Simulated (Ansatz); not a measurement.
Frontier orbitals of Cl$_{3}$In, SMILES `[Cl][In]([Cl])[Cl]`.

Charge 0, multiplicity 1. Correlated methods include outer-core shells of In, which these sets cover unevenly. In takes the def2 core potential. The structure was optimised at the PBE0-D4/def2-TZVP level. Basis def2-TZVPP, the Gaussian-basis code of Ansatz.

Orbital energies of one run (eV). Highest occupied ones, from the top: -8.46, -8.56, -8.56, -8.62, -8.62, -9.10, -9.94, -9.94, -11.95, -20.54, -20.54, -20.97, -21.50, -21.50. Empty: -3.58, -2.52, 0.27, 0.27, 1.29, 2.02.

Problem. Which functional gave them?
A. HSE06 (plane-wave form)
B. B97M-V
C. revPBE
D. r2SCAN0

Solution. B. HOMO energies: B97M-V -8.46, r2SCAN0 -9.71, HSE06 -9.05, revPBE -7.96 eV.
